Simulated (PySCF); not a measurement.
CHF₂, SMILES F[CH]F, doublet, B3LYP/def2-SVP optimised geometry.

```
4

F     -0.82    -1.00     0.92
C     -0.28    -0.21     0.00
F     -0.82     1.00     0.00
H      0.82    -0.21     0.00
```

Density from unrestricted B3LYP/def2-TZVP (PySCF) at that geometry.

Minimum of the electron density along straight lines between bonded atoms, close to the bond critical point (lines longer than 1.1 times the sum of covalent radii, or with two minima, are not listed):

```csv
bond,length / Å,ρ at the minimum / e bohr⁻³,∇²ρ there / e bohr⁻⁵,position (fraction from the first atom)
F1–C2,1.324,0.280,-0.05,0.67
C2–F3,1.324,0.280,-0.05,0.33
C2–H4,1.102,0.285,?,0.66
```

Task: Fill in the missing entries.

Result: 
- C2–H4, ∇²ρ there / e bohr⁻⁵: -1.03
